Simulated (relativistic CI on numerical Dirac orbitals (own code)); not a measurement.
Radial Dirac CI calculation of Ge7+: levels, rates and radial parameters.

Command:

```sh
python run_levels.py task.json out
```

Input:

```
atom Ge  Z=32  charge=7  electrons=25
nucleus A=74  rms_radius_fm=4.0742
hamiltonian dirac-coulomb  breit=on  qed=on  c_scale=1
orbitals kli  potential=per-configuration
slater_scale 1
correlation none
mixing on
configurations
  [Ar] 3d7
  [Ne] 3s2 3p5 3d8
  [Ar] 3d6 4s
  [Ar] 3d6 4p
  [Ne] 3s2 3p4 3d9
  [Ne] 3s 3p6 3d8
  [Ar] 3d5 4s2
  [Ar] 3d6 4d
  [Ar] 3d5 4s 4p
  [Ar] 3d5 4p2
  [Ar] 3d6 5s
  [Ar] 3d6 4f
  [Ar] 3d5 4s 4d
  [Ar] 3d6 5p
  [Ne] 3p6 3d9
  [Ar] 3d6 5d
  [Ar] 3d5 4p 4d
  [Ar] 3d6 6s
  [Ar] 3d6 5f
  [Ar] 3d6 5g
  [Ar] 3d6 6p
  [Ar] 3d6 6d
  [Ne] 3s2 3p5 3d7 4s
  [Ar] 3d5 4d2
  [Ne] 3s2 3p5 3d6 4s2
  [Ne] 3s2 3p5 3d7 4p
  [Ne] 3s2 3p5 3d6 4s 4p
  [Ne] 3s 3p5 3d9
  [Ne] 3s2 3p4 3d8 4s
  [Ne] 3s2 3p5 3d6 4p2
  [Ne] 3s2 3p5 3d7 4d
  [Ne] 3s 3p6 3d6 4s2
  [Ne] 3s 3p6 3d7 4s
  [Ne] 3s2 3p5 3d7 5s
  [Ne] 3s2 3p5 3d7 5p
  [Ne] 3s 3p6 3d7 4p
  [Ne] 3s 3p6 3d7 4d
end
```

Hardware: one thread of Intel Xeon 6975P-C, on a shared host. Rates were computed among at most 200 levels.

How large is the problem, and how long does it take?

15782 determinants at the lowest M give 15782 levels; 344 SCF iterations in all; about 23 s of CPU and 1 GiB at the peak.
